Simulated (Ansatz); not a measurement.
TiAl9, relaxed as a quartet with UKS PBE-D4/def2-SVP in Ansatz, starting from the PBE-D4/def2-SVP geometry of the neutral doublet. Force threshold 0.03 eV/Å.

The charge 0 quartet is spin-contaminated (final ⟨S²⟩ up to 3.90, 3.75 for a pure state). The relaxation made no stability test and no search for a lower SCF solution. At PBE-D4/def2-SVP a doublet of charge 0 lies 0.25 eV below the quartet, each at its own geometry. The structure comes from a short search, and lower isomers may exist.

Start:

```xyz
10

Ti   -2.060    0.277    1.301
Al   -1.420    2.493   -0.131
Al   -1.039   -2.199    0.335
Al    1.545   -0.605    0.382
Al    0.742   -2.315   -1.562
Al   -0.132   -0.994    2.466
Al    1.237    1.979   -0.894
Al    0.320    1.387    1.490
Al   -0.740    0.047   -0.938
Al    1.547   -0.070   -2.450
```

(1) Estimate the energy that the relaxation releases and the steps that it takes.

(2) Does the start keep its bonding?

(3) Predict the relaxed structure.

Results:

(1) 4.5 kcal/mol, in 7 steps; 92 s on 4 threads of Arm Neoverse V1 on a shared host. No frequencies were taken in this run, so the end may be a saddle point.

(2) By distances, no bond broke or formed. The bond that changes most is Al3–Al4, from 3.04 to 2.76 Å (atoms count from 1).

(3) 
```xyz
10

Ti   -2.0015    0.1608    1.1927
Al   -1.2526    2.4390   -0.1636
Al   -0.8813   -2.1961    0.3939
Al    1.3270   -0.5463    0.3722
Al    0.7206   -2.3110   -1.6435
Al   -0.1835   -0.9506    2.6936
Al    1.2771    1.9190   -0.8392
Al    0.3694    1.4843    1.6665
Al   -0.8431    0.0222   -1.1553
Al    1.4679   -0.0213   -2.5174
```
Bond lengths (bridged metal pairs left out): 19 × Al–Al 2.56 to 2.86 Å; 5 × Al–Ti 2.61 to 2.76 Å.
